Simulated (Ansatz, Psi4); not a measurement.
Relaxed torsion scan: SMILES C=CC1CCCCC1. Scanned: dihedral C1–C2–C3–C4; all other coordinates were relaxed at B3LYP-D3(BJ)/def2-SVP. Heavy atoms are numbered in the order of the SMILES C=CC1CCCCC1, hydrogens after them in the order of the atoms that carry them; the mirror image has the same energies with the sign of each dihedral reversed.

- M06-2X/def2-TZVP // B3LYP-D3(BJ)/def2-SVP (Psi4)
- CCSD(T)/cc-pVDZ = CCSD(T) on RHF/cc-pVDZ, frozen core // B3LYP-D3(BJ)/def2-SVP (Ansatz, a program for electronic structure)

Energies relative to the lowest point of each profile, in mEh:

```json
[
 {"φ / °": "-165", "M06-2X/def2-TZVP": "2.3"},
 {"φ / °": "-135", "M06-2X/def2-TZVP": "0.1"},
 {"φ / °": "-105", "M06-2X/def2-TZVP": "0.0"},
 {"φ / °": "-75", "M06-2X/def2-TZVP": "2.1"},
 {"φ / °": "-45", "M06-2X/def2-TZVP": "2.9"},
 {"φ / °": "-15", "M06-2X/def2-TZVP": "0.6"},
 {"φ / °": "15", "M06-2X/def2-TZVP": "0.2"},
 {"φ / °": "45", "M06-2X/def2-TZVP": "2.7"},
 {"φ / °": "75", "M06-2X/def2-TZVP": "2.9"},
 {"φ / °": "105", "M06-2X/def2-TZVP": "0.5"},
 {"φ / °": "135", "M06-2X/def2-TZVP": "0.2"},
 {"φ / °": "165", "M06-2X/def2-TZVP": "2.7"}
]
```

Q: Predict the corresponding CCSD(T)/cc-pVDZ column.

A: -165: 2.4; -135: 0.1; -105: 0.0; -75: 2.2; -45: 3.3; -15: 1.3; 15: 1.0; 45: 2.8; 75: 3.0; 105: 1.2; 135: 1.0; 165: 3.2 (mEh).
